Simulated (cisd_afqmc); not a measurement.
Species: Zn, charge 0, singlet.

Phaseless AFQMC (cisd_afqmc on Ansatz's integrals) in def2-SVP, frozen core: how the trial state and the time step act. The spread is the standard deviation of the local energy over walkers; bars are one sigma, widened where a walk drifts.

```
trial  step (1/Eh)  walkers x blocks averaged  spread (Eh)          energy (Eh)
-----  -----------  -------------------------  -----------  -------------------
CISD         0.005                      70800        0.037  -1777.8444 ± 0.0003
CISD        0.0025                      57800        0.035  -1777.8440 ± 0.0003
HF           0.005                     899400        0.237  -1777.8455 ± 0.0004
```

At a given step the bar falls as the inverse root of the samples and grows with the spread.

CCSDTQ in the same basis (Ansatz) gives -1777.8443 Eh.
